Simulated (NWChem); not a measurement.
Molecule: GeH2Cl2; SMILES [Cl][GeH2][Cl]

```xyz
5

Ge     0.0000     0.0000    -0.6081
Cl    -1.7615     0.0000     0.6565
Cl     1.7615     0.0000     0.6565
H      0.0000     1.3069    -1.4308
H      0.0000    -1.3069    -1.4308
```
Atoms are numbered in this order, from 1.

All runs: NWChem. Pople sets run with spherical d functions. Structure relaxed at the PBE-D3(BJ)/def2-SVP level.

Question: Taking TPSS/6-311G** as the yardstick, which of these has the fewest basis functions while keeping “highest occupied level (eV)” within 0.2 eV of it: TPSS/6-31G*; TPSS/STO-3G; TPSS/3-21G?

Answer: TPSS/3-21G.
```csv
level,basis functions,highest occupied level (eV),relative time (rough)
TPSS/STO-3G,38,-4.31,1
TPSS/3-21G,52,-7.98,1
TPSS/6-31G*,72,-7.76,5
TPSS/6-311G**,108,-7.90,5
```

The yardstick is one finite set, not the basis-set limit.
